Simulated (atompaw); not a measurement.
## u(r) = r·R(r): atom against pseudo-atom (silver)

Columns: radius, all-electron u(r) and pseudo u(r) of the 4d shell (level -8.00 eV) of silver in the configuration [Kr] 4d10 5s0.75 5p0.25; PBE, scalar-relativistic, PAW (atompaw) scheme, atompaw 4.2.0.5.

| r (bohr) | all-electron | pseudo |
| --- | --- | --- |
| 0.115 | -0.2657 | 0.0004 |
| 0.231 | -0.4473 | 0.0028 |
| 0.346 | -0.2497 | 0.0092 |
| 0.462 | 0.0953 | 0.0212 |
| 0.577 | 0.4153 | 0.0395 |
| 0.692 | 0.6531 | 0.0647 |
| 0.808 | 0.8027 | 0.0966 |
| 0.923 | 0.8765 | 0.1338 |
| 1.038 | 0.8964 | 0.1751 |
| 1.154 | 0.8808 | 0.2189 |
| 1.269 | 0.8437 | 0.2621 |
| 1.385 | 0.7945 | 0.3033 |
| 1.500 | 0.7402 | 0.3396 |
| 1.615 | 0.6846 | 0.3695 |
| 1.731 | 0.6294 | 0.3917 |
| 1.846 | 0.5771 | 0.4050 |
| 1.962 | 0.5274 | 0.4093 |
| 2.077 | 0.4816 | 0.4051 |
| 2.192 | 0.4393 | 0.3933 |
| 2.308 | 0.4002 | 0.3752 |
| 2.423 | 0.3646 | 0.3527 |
| 2.538 | 0.3322 | 0.3274 |
| 2.654 | 0.3023 | 0.3009 |
| 2.769 | 0.2753 | 0.2751 |
| 2.885 | 0.2506 | 0.2506 |
| 3.000 | 0.2283 | 0.2283 |

How many radial nodes do the two functions have?

The all-electron 4d function has n − l − 1 = 1; the pseudo-wave has 0, since the states of the same l below it are removed with the core.

Is the pseudo-wave norm-conserving?

No, it belongs to a PAW set: the norm inside the radius is not constrained, and the difference is carried by the augmentation charge.
